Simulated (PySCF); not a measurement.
**Excitation energy of Zn by level of theory**

Zn [Ar] 3d10 4s2 (1S) → Zn [Ar] 3d10 4s1 4p1 (3P), as a difference of total energies. Computed with PySCF 2.14 in dyall-av2z, with the non-relativistic Hamiltonian (point nucleus). Correlated levels: valence: [Ar] frozen; virtual orbitals above 40 to 60 times the deepest correlated orbital energy dropped. The calculations carry no spin-orbit coupling.

Question: Order these methods by the excitation energy they give, lowest first.
A. UHF
B. CCSD(T) (valence)
C. MP2 (valence)
D. SCS-MP2 (valence)

Answer: A (2.585 eV), C (3.631 eV), D (3.746 eV), B (3.790 eV).

These non-relativistic numbers lack the scalar-relativistic shift.

Errors of the correlated levels include the incompleteness of this basis and the frozen core.

For comparison: 4.054 eV (measured; NIST levels, between the centres of gravity of the two terms).
